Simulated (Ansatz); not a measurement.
Relaxation of a periodic cell of 20 atoms, H₄O (contents 4 H2O + 4 H2, density as packed 0.55 g/cm³ with natural masses), to a largest force component of 0.3 eV/Å in at most 15 steps.

Method: DFT PBE-D3(BJ), scalar-relativistic, plane waves, PAW (Ansatz). Settings: cutoff 420 eV, k mesh 1x1x1, fermi-dirac smearing 0.02 eV, no spin polarisation.

```xyz
20
Lattice="6.2145 0.0000 0.0000 0.0000 6.2145 0.0000 0.0000 0.0000 6.2145" Properties=species:S:1:pos:R:3:forces:R:3
O 0.420 3.143 4.802 0.13 0.11 0.23
H 1.123 3.807 4.862 -0.02 0.16 -0.06
H 0.073 3.251 3.904 -0.10 -0.15 -0.18
O 5.980 1.544 1.144 -0.01 -0.02 0.09
H 5.948 2.316 0.560 0.15 -0.01 -0.46
H 5.960 0.790 0.537 -0.09 0.03 -0.38
O 0.211 0.514 3.435 0.94 -0.72 0.13
H -0.374 0.072 2.802 0.01 0.21 -0.04
H 0.967 0.796 2.899 -0.06 0.10 -0.28
O 3.996 5.070 5.726 -0.21 -0.41 -0.04
H 3.227 5.327 6.257 -0.09 0.13 0.09
H 3.907 4.110 5.633 0.09 -0.22 0.05
H 0.264 4.171 0.606 -0.38 0.01 -0.46
H 0.719 4.382 1.146 0.39 0.22 0.59
H 4.011 3.587 1.737 0.02 0.50 0.23
H 3.926 2.926 1.422 0.02 -0.20 0.03
H 2.497 1.090 1.257 -0.67 -0.24 -0.02
H 3.152 1.420 1.183 0.55 -0.04 -0.06
H 4.898 0.976 4.736 -0.37 0.64 0.19
H 5.166 0.370 5.059 -0.29 -0.09 0.35
```

Problem. Where does it end, and by what steps?

Solution. The forces met the threshold. The threshold is loose, so the end isn't yet a minimum. The force dipped under the threshold on the way, but the program's further checks kept it going. Limits of this set-up: coarse k mesh. After 14 steps the energy has fallen by 1.991 eV; H20 moved furthest, 1.54 Å.

```json
{"step": "0", "energy less start (eV)": "0.0000", "largest force component (eV/Å)": "0.941", "accepted": "yes"}
{"step": "1", "energy less start (eV)": "-0.4104", "largest force component (eV/Å)": "1.475", "accepted": "yes"}
{"step": "2", "energy less start (eV)": "-0.6567", "largest force component (eV/Å)": "2.292", "accepted": "yes"}
{"step": "3", "energy less start (eV)": "-0.9197", "largest force component (eV/Å)": "1.765", "accepted": "yes"}
{"step": "4", "energy less start (eV)": "-1.1623", "largest force component (eV/Å)": "1.374", "accepted": "yes"}
{"step": "5", "energy less start (eV)": "-1.3540", "largest force component (eV/Å)": "0.947", "accepted": "yes"}
{"step": "6", "energy less start (eV)": "-1.4741", "largest force component (eV/Å)": "0.751", "accepted": "yes"}
{"step": "7", "energy less start (eV)": "-1.5691", "largest force component (eV/Å)": "0.633", "accepted": "yes"}
{"step": "8", "energy less start (eV)": "-1.6401", "largest force component (eV/Å)": "0.891", "accepted": "yes"}
{"step": "9", "energy less start (eV)": "-1.7113", "largest force component (eV/Å)": "0.669", "accepted": "yes"}
{"step": "10", "energy less start (eV)": "-1.7688", "largest force component (eV/Å)": "0.784", "accepted": "yes"}
{"step": "11", "energy less start (eV)": "-1.7858", "largest force component (eV/Å)": "1.619", "accepted": "yes"}
{"step": "12", "energy less start (eV)": "-1.8992", "largest force component (eV/Å)": "0.975", "accepted": "yes"}
{"step": "13", "energy less start (eV)": "-1.9912", "largest force component (eV/Å)": "0.300", "accepted": "yes"}
{"step": "14", "energy less start (eV)": "-1.9912", "largest force component (eV/Å)": "0.300", "accepted": "yes"}
```

```xyz
20
Lattice="6.2145 0.0000 0.0000 0.0000 6.2145 0.0000 0.0000 0.0000 6.2145" Properties=species:S:1:pos:R:3
O 0.543 3.515 4.675
H 0.706 4.273 4.057
H 0.494 2.729 4.101
O 5.842 0.942 1.058
H 6.257 1.654 0.544
H 5.490 0.326 0.387
O 0.425 -0.189 3.453
H -0.479 -0.172 3.841
H 0.302 0.182 2.544
O 4.609 5.236 5.369
H 3.681 4.951 5.464
H 5.115 4.403 5.193
H 0.578 3.866 0.809
H 0.556 4.044 1.551
H 3.949 4.367 2.730
H 4.069 3.865 2.181
H 2.456 0.942 1.143
H 3.207 1.039 1.188
H 4.145 2.214 4.634
H 4.123 1.475 4.787
```

Whether the end is a true minimum wasn't checked by a vibrational analysis.

The run took 15 s on 1 thread of Arm Neoverse V2 (shared host), peak memory 0.32 GiB.
